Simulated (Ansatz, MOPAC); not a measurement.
The molecule CuN, multiplicity 3 (lowest of 2S+1 = 1, 3, 5 at CCSD(T)/def2-TZVPP on PBE0 minima; our sources give no spin for the ground state, which may be another). No spin–orbit coupling. Cu is treated without relativity.

Constants: fifth-degree fit in 1/R to seven points, most abundant isotopes. In def2 and cc sets the state is the lowest found near the PBE0 minimum, followed along R.

The state that PM7 reach isn't checked; PM7 holds dispersion and hydrogen-bond terms.

The values were computed with Ansatz (a quantum-chemistry and plane-wave program) with Gaussian orbitals; MOPAC for PM7 (differences of heats of formation). 

```
level               r_e (Å)  ω_e (cm⁻¹)  ω_e x_e (cm⁻¹)  dipole (D)
------------------  -------  ----------  --------------  ----------
PM7                   1.758         642             1.1           -
PBE/def2-TZVPP        1.767         616             5.0        3.17
r2SCAN/def2-TZVPP     1.767         613             5.2        3.30
B3LYP/def2-TZVPP      1.811         557             4.6        3.48
PBE0/def2-TZVPP       1.809         561             4.6        3.68
BHLYP/def2-TZVPP      1.865         ___             5.3        4.11
wB97X-V/def2-TZVPP    1.813         567             4.0        4.22
wB97M-V/def2-TZVPP      ___         ___             4.2        4.09
```

**Question.** Fill in the missing entries.

**Answer.** 
- wB97M-V/def2-TZVPP, r_e (Å): 1.817
- wB97M-V/def2-TZVPP, ω_e (cm⁻¹): 559
- BHLYP/def2-TZVPP, ω_e (cm⁻¹): 514
